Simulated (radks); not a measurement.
Task: These are the eigenvalues of the occupied orbitals of an atom or ion with whole-number occupations (hartree). All-electron calculation, scalar-relativistic Kohn-Sham, LDA (Slater exchange, VWN5 correlation), spin-polarised, spherical densities, finite nucleus; Fermi nuclear charge, rms radius of each element as measured or else 0.836 A^(1/3) + 0.57 fm. Program: a radial shooting solver on a logarithmic mesh with Libxc functionals.

1s up: -236.3603
1s down: -236.3601
2s up: -27.92613
2s down: -27.84169
2p up: -23.78672
2p down: -23.72144
3s up: -3.85499
3s down: -3.66697
3p up: -2.71808
3p down: -2.53437
3d up: -0.95837

Which element is it, and in what charge state? The configuration may be excited. Open shells, if any, are filled with parallel spins first.

Result: Z = 25, manganese, charge +2: Mn2+ in [Ar] 3d5. The list shows which subshells hold electrons but not how many an open one holds; the 1s level, -236.36 hartree, gives Z - s = 21.7 by -(Z - s)^2/2, which with screening and relativity narrows Z to a few neighbours, and the depths of the outer levels then fix element, charge and occupations together.
